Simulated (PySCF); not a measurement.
**Computed properties of C₆H₁₀, SMILES CC=C=CCC**

C6H10, SMILES CC=C=CCC. The structure is a stationary point at PBE0-D3(BJ)/def2-SVP. The structure was generated by enumeration; whether it is a known compound was not checked. The values are those of a single conformer. All values are computed for the isolated molecule unless a solvent is named; none is compared with measurement here.

**Structure.** All 42 harmonic modes at PBE0-D3(BJ)/def2-SVP (PySCF) are real, so it is a minimum. With heavy atoms numbered as in [CH3:1][CH:2]=[C:3]=[CH:4][CH2:5][CH3:6], the shortest bond between them is C3–C4 at 1.311 Å and the longest C5–C6 at 1.524 Å.

**Vibrations.** The strongest infrared lines (harmonic, unscaled, degenerate partners summed) lie at 3047 cm⁻¹ (39 km/mol, H 97 %), 3147 cm⁻¹ (29 km/mol, H 91 %, C 9 %), 3052 cm⁻¹ (25 km/mol, H 97 %). The softest mode is at 58 cm⁻¹ and the zero-point energy is 88.7 kcal/mol.

**Electronic structure.** r2SCAN/def2-TZVP (PySCF) places the frontier levels at -6.09 and -0.18 eV, a gap of 5.91 eV, and gives a dipole moment of 0.29 D and a mean polarisability of 79.7 bohr³. PBE/def2-TZVP (PySCF) at the same geometry gives -5.90 and -0.46 eV, so its gap is 0.47 eV narrower. An orbital gap is neither the optical nor the fundamental gap.

**Excitations.** TDA-PBE0/def2-SVPD (PySCF) has S1 at 5.73 eV (216 nm, f = 0.000, dark); the most intense of the 10 singlets computed lies at 7.46 eV (f = 0.45). T1 (TDA) is at 4.43 eV, 1.30 eV under S1. TDA-PBE/def2-SVPD (PySCF) puts S1 at 5.47 eV. No vertical singlet excitation falls in the visible range (under 3.1 eV).

**NMR.** GIAO shifts at PBE0/pcSseg-1 (PySCF) (non-relativistic, atoms alike by connectivity averaged): ¹³C from 19.3 to 220.6 ppm against TMS; ¹H from 1.3 to 5.5 ppm against TMS.

**Solvation.** SMD-B3LYP/6-31G* (PySCF) gives 1.4 kcal/mol in water, -3.5 kcal/mol in 2-propanol, -3.7 kcal/mol in tetrahydrofuran (1 M in both phases, gas-phase geometry); of these solvents tetrahydrofuran holds the molecule best.
